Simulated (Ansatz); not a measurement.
Species: sum formula SiNH4, charge -1, multiplicity 1. It need not be the lowest isomer of its formula. Whether it binds its extra electron was not tested at this geometry. SMILES: N[SiH2-]
Coordinates optimised at B3LYP-D3(BJ)/def2-TZVP (Ansatz, a quantum-chemistry and plane-wave program):
```xyz
6

Si    -0.6562     0.1694     0.0811
N      1.1397    -0.0648    -0.2695
H     -1.1817    -0.9758    -0.8145
H     -0.8400    -0.6830     1.3780
H      1.6889     0.6811     0.1400
H      1.5414    -0.9412     0.0480
```
Charge -1, spin multiplicity 1.

Parts of the frozen-core correlation energy in STO-3G (Ansatz, hartree). Frozen orbitals: 6; correlated occupied orbitals by spin: 7 and 7; virtual: 5 and 5. No spin-orbit coupling. No relativistic terms.

```csv
term,value
reference (HF),-341.44516
MP2 opposite-spin,-0.07110
MP2 same-spin,-0.00571
CCSD correlation,-0.10497
(T),-0.00075
FCI minus CCSD(T),-0.00024
T1 diagnostic,0.008
largest doubles amplitude,0.060
```
